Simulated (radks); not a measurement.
Isoelectronic series with 4 electrons, each ion in its NIST ground configuration. Calculated with a radial shooting solver on a logarithmic mesh with Libxc functionals: scalar-relativistic Kohn-Sham, PBE, spin-polarised, spherical densities, point nucleus. Total energies (hartree) and mean radii <r> (bohr):

ion    configuration  E (hartree)      2s       1s
Be          [He] 2s2    -14.63287   2.603   0.4208
B+          [He] 2s2    -24.30114   1.779   0.3291
C2+         [He] 2s2    -36.47795   1.361   0.2701
N3+         [He] 2s2    -51.16299   1.105   0.2290
O4+         [He] 2s2    -68.35794  0.9308   0.1986
F5+         [He] 2s2    -88.06539  0.8044   0.1754
Ne6+        [He] 2s2   -110.28854  0.7083   0.1570
Mg8+        [He] 2s2   -162.29736  0.5718   0.1297
Al9+        [He] 2s2   -192.09190  0.5216   0.1193
Si10+       [He] 2s2   -224.41988  0.4794   0.1105
P11+        [He] 2s2   -259.28687  0.4435   0.1028
S12+        [He] 2s2   -296.69892  0.4126  0.09615
Cl13+       [He] 2s2   -336.66252  0.3857  0.09028
Ar14+       [He] 2s2   -379.18463  0.3620  0.08508
K15+        [He] 2s2   -424.27269  0.3411  0.08044
Ca16+       [He] 2s2   -471.93461  0.3224  0.07627
Sc17+       [He] 2s2   -522.17877  0.3056  0.07251
Ti18+       [He] 2s2   -575.01406  0.2905  0.06909
V19+        [He] 2s2   -630.44986  0.2767  0.06597
